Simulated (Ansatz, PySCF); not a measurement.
C3H9NSi2, SMILES CC1=N[C@@H]([SiH3])[SiH2]1.

Coordinates come from a r2SCAN-D4/def2-SVP optimisation. The structure was generated by enumeration; whether it is a known compound was not checked.

Vertical ionisation energy (IE) and electron affinity (EA) in eV. Rows of orbital energies are one-electron estimates. Where ΔSCF, EOM or ADC give a negative EA the extra electron is unbound and the value depends on the basis.

```json
[
 {"level": "−ε(HOMO), −ε(LUMO), ωB97X/def2-TZVP (PySCF)", "IE": "9.27", "EA": "-1.48"},
 {"level": "−ε(HOMO), −ε(LUMO), PBE/def2-TZVP (PySCF)", "IE": "5.58", "EA": "1.83"},
 {"level": "ΔSCF, CAM-B3LYP/def2-SVPD (Ansatz), final states of multiplicity 2 and 2", "IE": "8.84", "EA": "-0.94"},
 {"level": "ΔSCF, PBE/def2-SVPD (Ansatz), final states of multiplicity 2 and 2", "IE": "(withheld)", "EA": "(withheld)"}
]
```

Task: Some entries are withheld; supply them. (The exact figures need the calculation; the answer reports its results.)

Result: 
- ΔSCF, PBE/def2-SVPD (Ansatz, a program for electronic structure), final states of multiplicity 2 and 2, IE: 8.55
- ΔSCF, PBE/def2-SVPD (Ansatz), final states of multiplicity 2 and 2, EA: -0.75

Task: What vertical singlet–triplet gap does ΔSCF give with CAM-B3LYP/def2-SVPD (Ansatz) and with PBE/def2-SVPD (Ansatz)? (The exact figures need the calculation; the answer reports its results.)

Result: 3.59 and 3.46 eV (triplet above singlet where positive).
